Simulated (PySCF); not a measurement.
Dissociation curve of SnO, singlet.

Computed with: UKS-B3LYP = PySCF with unrestricted B3LYP/def2-SVP, def2 effective core potentials past Kr; RKS-CAM-B3LYP = restricted CAM-B3LYP/def2-SVP, def2 effective core potentials past Kr in PySCF; UKS-CAM-B3LYP = PySCF 2.14.0 with unrestricted CAM-B3LYP/def2-SVP, def2 effective core potentials past Kr.

Magnitude of the dipole moment (D; its direction can reverse along the curve, and a method can change to another solution) and Mulliken charge of the fragment that holds Sn1:

| R / Å | μ UKS-B3LYP | q UKS-B3LYP | μ RKS-CAM-B3LYP | q RKS-CAM-B3LYP | μ UKS-CAM-B3LYP | q UKS-CAM-B3LYP |
|---|---|---|---|---|---|---|
| 1.36 | 1.50 | 0.65 | 1.55 | 0.64 | 1.55 | 0.64 |
| 1.44 | 2.01 | 0.60 | 2.08 | 0.60 | 2.08 | 0.60 |
| 1.56 | 2.66 | 0.55 | 2.75 | 0.56 | 2.76 | 0.56 |
| 1.65 | 3.08 | 0.54 | 3.20 | 0.54 | 3.20 | 0.54 |
| 1.70 | 3.28 | 0.53 | 3.42 | 0.53 | 3.42 | 0.53 |
| 1.78 | 3.59 | 0.52 | 3.76 | 0.53 | 3.76 | 0.53 |
| 1.82 | 3.74 | 0.52 | 3.92 | 0.53 | 3.92 | 0.53 |
| 1.87 | 3.91 | 0.52 | 4.11 | 0.53 | 4.11 | 0.53 |
| 1.91 | 4.04 | 0.51 | 4.25 | 0.53 | 4.25 | 0.53 |
| 1.98 | 4.25 | 0.51 | 4.50 | 0.53 | 4.50 | 0.53 |
| 2.13 | 4.56 | 0.49 | 4.98 | 0.52 | 4.67 | 0.49 |
| 2.24 | 4.41 | 0.45 | 5.30 | 0.51 | 4.14 | 0.43 |
| 2.44 | 4.15 | 0.38 | 5.82 | 0.50 | 4.19 | 0.40 |
| 2.73 | 4.28 | 0.34 | 6.47 | 0.47 | 4.58 | 0.37 |
| 3.02 | 4.35 | 0.30 | 6.89 | 0.44 | 3.98 | 0.28 |
| 3.27 | 3.98 | 0.25 | 6.53 | 0.39 | 3.31 | 0.20 |
| 3.65 | 3.42 | 0.19 | 6.06 | 0.33 | 2.31 | 0.12 |
| 4.00 | 2.94 | 0.14 | 5.72 | 0.28 | 1.49 | 0.07 |
| 4.49 | 2.34 | 0.10 | 5.30 | 0.24 | 0.63 | 0.02 |
| 4.90 | 1.91 | 0.08 | 5.02 | 0.21 | 0.05 | 0.00 |
| 5.41 | 1.46 | 0.06 | 4.77 | 0.18 | 0.03 | 0.00 |
| 6.40 | 0.85 | 0.03 | 4.56 | 0.15 | 0.01 | 0.00 |
| 7.20 | 0.59 | 0.02 | 4.57 | 0.13 | 0.01 | 0.00 |

The unrestricted solution behind UKS-B3LYP changes between 2.24 and 2.44 Å, which can leave a kink. The unrestricted determinant behind UKS-B3LYP, UKS-CAM-B3LYP is spin-contaminated at 2.13 to 7.20 Å (<S²> up to 2.0, against 0.00 for a pure singlet). At the longest distance RKS-CAM-B3LYP leaves fractional charges on the fragments, a sign of delocalisation error or of the restricted form. The restricted form behind RKS-CAM-B3LYP keeps the bonding electrons paired and can't separate into open-shell fragments.
